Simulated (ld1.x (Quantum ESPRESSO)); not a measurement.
## What one change does to a pseudopotential (chlorine, TM)

ld1.x (Quantum ESPRESSO) 7.5 input, shortened:

```
&input
   title='Cl', zed=17., rel=1, dft='PBE', iswitch=3,
   config='[Ne] 3s2 3p4'
 /
 &inputp
   pseudotype=2, tm=.true., lloc=1,
   nlcc=.true., new_core_ps=.true.
 /
2
3S  1  0   2.00   0.00  1.15  1.15  0.0
3P  2  1   4.00   0.00  1.35  1.35  0.0
 &test
   configts(1)='3s2 3p4'
 /
```

Change: wave 3s (bound): rc 1.15 bohr becomes 3s (bound): rc 0.74 bohr.

Cutoffs: the cutoffs (Ry, on a coarse ladder) from which the occupation-weighted sum of valence levels, in a spherical-Bessel basis at the reference potential, stays within 10 and 1 mRy of its value at 400 Ry; they do not see the model core or the augmentation charge, which bear on the density cutoff. Errors are all-electron minus pseudo energies relative to the spin-unpolarised reference configuration.

Problem. What does the change do?

Solution. A bound ghost appears in s, which as a rule spoils a file; of the 7 tests that both files solve, the error grows in 1 and shrinks in 0 by more than 15 % and 0.3 meV (median size 7.0 → 7.0 meV).

```tsv
quantity	base	changed
cutoffs, loose and tight	55 Ry, 100 Ry	not determined
bound ghosts	none	s
error for 3s2 3p5, meV [ΔE -13.88 eV]	+5.1	+4.5
error for 3s2 3p3, meV [ΔE 25.45 eV]	+7.4	+7.0
error for 3s2 3p2, meV [ΔE 63.75 eV]	+48	+47
error for 3s2 3p5.3, meV [ΔE -16.01 eV]	+7.0	+6.1
error for 3s1 3p6, meV [ΔE -1.72 eV]	+2.5	-50
error for 3s2 3p4.5, meV [ΔE -8.29 eV]	+2.0	+1.8
error for 3s2 3p1, meV [ΔE 116.00 eV]	+147	+150
s: phases at 1.51 bohr within 0.05 rad from the reference energy up to (Ry; the scan ends near 5)	to the end of the scan	4.4
p: phases at 1.51 bohr within 0.05 rad from the reference energy up to (Ry; the scan ends near 5)	to the end of the scan	to the end of the scan
```

 A true bound ghost makes a file unfit for plane-wave use even where its test errors are small: the radial tests pick states by their node count and pass the ghost by.
